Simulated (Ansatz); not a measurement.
`Cl[Si](Cl)(Cl)[GeH2][Si](Cl)(Cl)Cl`, relaxed with RKS PBE0-D4/def2-TZVP in Ansatz from a PBE-D4/def2-SVP geometry. The force threshold is 0.005 eV/Å; the program also tests the step.

The species carries charge 0 and has multiplicity 1.

Start:

```xyz
11

Cl   -3.410    0.699   -1.416
Si   -1.776   -0.368   -0.718
Cl   -2.372   -1.527    0.890
Cl   -1.100   -1.617   -2.225
Ge   -0.022    1.094   -0.037
Si    1.790   -0.250    0.733
Cl    3.384    0.927    1.343
Cl    1.161   -1.404    2.333
Cl    2.427   -1.506   -0.784
H     0.439    1.956   -1.237
H    -0.521    1.996    1.118
```

```tsv
step	energy (eV)	largest force (eV/Å)	largest move (Å)
1	-147416.4402	0.481	0.000
2	-147416.5084	0.093	0.059
3	-147416.5126	0.022	0.027
4	-147416.5131	0.016	0.011
5	-147416.5138	0.018	0.018
6 (rejected)	-147416.5138	0.073	0.019
7	-147416.5140	0.005	0.009
8	-147416.5141	0.002	0.010
```

End:

```xyz
11

Cl   -3.367    0.738   -1.395
Si   -1.791   -0.370   -0.722
Cl   -2.426   -1.519    0.837
Cl   -1.174   -1.598   -2.227
Ge   -0.021    1.053   -0.035
Si    1.804   -0.250    0.742
Cl    3.337    0.962    1.328
Cl    1.236   -1.390    2.333
Cl    2.479   -1.481   -0.734
H     0.438    1.899   -1.230
H    -0.515    1.957    1.103
```

It took 32 s on 4 threads of an AMD EPYC 7R13 on a shared host and a share of an NVIDIA H100 80 GB, with 1.3 GiB of host memory at the peak.
